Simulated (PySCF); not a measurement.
SMILES [GeH3][CH2][Si](Cl)(Cl)Cl (CH5Cl3GeSi) (GFN2-xTB optimised geometry):

```
11

Cl    -0.051    -2.598     1.689
Si     0.597    -1.687     0.000
Cl     2.616    -1.687     0.000
Cl    -0.087    -2.725    -1.589
C     -0.101     0.077     0.000
Ge    -1.522     0.318     1.356
H     -0.506     0.325    -0.980
H      0.690     0.800     0.199
H     -2.616    -0.678     1.177
H     -2.110     1.687     1.191
H     -0.976     0.216     2.738
```

Computed with PySCF with B3LYP/def2-TZVP.

Question: What are the frontier orbital energies and the dipole moment?

Answer: HOMO-2 -9.10 eV, HOMO-1 -8.94 eV, HOMO -8.59 eV, LUMO -0.05 eV, LUMO+1 0.20 eV; dipole moment 1.39 D.

Meta-Löwdin charges at B3LYP/def2-TZVP: Cl1 -0.27, Si2 0.99, Cl3 -0.27, Cl4 -0.27, C5 -0.66, Ge6 0.39, H7 0.14, H8 0.14, H9 -0.06, H10 -0.07, H11 -0.06.
